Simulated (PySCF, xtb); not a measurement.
C3H6NO, SMILES C[N]C(C)=O, multiplicity 2.

Harmonic wavenumbers (cm⁻¹) from GFN2-xTB (xtb) at its own minimum, in rising order: 115, 154, 179, 257, 418, 548, 569, 773, 941, 957, 1016, 1066, 1103, 1287, 1370, 1413, 1429, 1436, 1441, 1450, 1749, 2896, 2902, 2974, 3035, 3046, 3072.

Q: What does PBE-D3(BJ)/def2-SVP run with PySCF 2.14.0 give at its own minimum? (Estimate from the structure and the level; the computed values follow.)

A: 49, 128, 174, 252, 390, 533, 577, 784, 939, 995, 1017, 1044, 1102, 1293, 1319, 1345, 1364, 1388, 1408, 1414, 1564, 2913, 2981, 2983, 3021, 3074, 3100. Paired by order, the mean absolute difference is 33 cm⁻¹ and the zero-point energies are 53.7 and 53.1 kcal/mol.
